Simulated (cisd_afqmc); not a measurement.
Input (AFQMC/CISD/def2-SVP; cisd_afqmc is a phaseless AFQMC code with CISD trial states that reads the integrals written by Ansatz):

Ansatz 0.2 input:
```python
import cisd_afqmc

open("ham.yaml", "w").write("""\
crystal:
  periodic: [false, false, false]
  atoms:
    - {symbol: In, position_ang: [-0.00000000, -0.00000000, -1.45502438]}
    - {symbol: I, position_ang: [0.00000000, 0.00000000, 1.34521122]}
basis:
  gaussian:
    orbitals: def2-SVP
magnetization: {spin_polarized: true, initial_magnetization: 2}
correlation: {method: ccsd, electrons: outside_noble_gas, hamiltonian_folder: ham}
""")
rep = cisd_afqmc.ansatz("ham.yaml")
e_ccsd = rep["correlation"]["coupled_cluster"]["energy"]["hartree"]
out = cisd_afqmc.run("ham", e_ccsd, trial="CISD", walkers=200, populations=8, threads=8, dt=0.005, steps=40, early=36, settle=10, least=32,
    cut=5e-5, rank_cut=2e-4, target=0.0004, seconds=1500, seed=1, memory=17280, gpu=False)
```

Output:

```
orbitals 34, occupied [6, 4], factors 178 of 673, rank of the doubles 129 of 288
E(HF) = -485.863791
E(CCSD) on the cut factors = -485.997193, shift to the whole factors -0.000003
Energy of the trial state on the determinant = -485.997118
  tau behind 10.8 of longer steps, mean of the populations' last blocks
   2.0  -486.00081
   4.0  -486.00120
   6.0  -486.00146
   8.0  -486.00122
blocks 280 (0 outliers left out), error by blocks joined: 1: 0.00007, 2: 0.00009, 4: 0.00011, 8: 0.00012, 16: 0.00015
E(AFQMC/CISD) = -486.00121 +/- 0.00015
```

This triplet is an excited state, 2.9 eV above the singlet at CCSD(T)/def2-QZVPP (Ansatz).
